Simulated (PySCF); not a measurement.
C2H4NO, charge -1, multiplicity 1. Atoms are numbered in the order given.

```xyz
8

C     -0.3672     1.4178     0.0000
N      0.7540     0.5055     0.0000
C      0.4618    -0.7781     0.0000
O     -0.6519    -1.3810     0.0000
H     -0.3331     2.0877    -0.8851
H     -0.3331     2.0877     0.8851
H     -1.3525     0.9125     0.0000
H      1.3874    -1.4169     0.0000
```
Charge -1, spin multiplicity 1.

Geometry: B3LYP-D3(BJ)/def2-SVPD. A frequency run showed that this geometry is not a minimum. The spin state was assumed, not searched. The isomer is the one that the SMILES or the coordinates give; other isomers of the formula were not compared. Other conformers were not sampled.

Level of theory: PySCF with ωB97X/def2-TZVPD.

Symmetry labels are those of the subgroup Cs that the program uses (full group Cs).

Computed valence orbital energies around the gap with their symmetry:
```csv
orbital,symmetry,energy (eV)
HOMO−7,A',-10.12
HOMO−6,A",-9.38
HOMO−5,A',-8.83
HOMO−4,A',-7.81
HOMO−3,A",-7.05
HOMO−2,A',-4.03
HOMO−1,A',-3.60
HOMO,A",-2.90
LUMO,A',5.72
LUMO+1,A',6.44
LUMO+2,A',7.07
LUMO+3,A",7.41
```
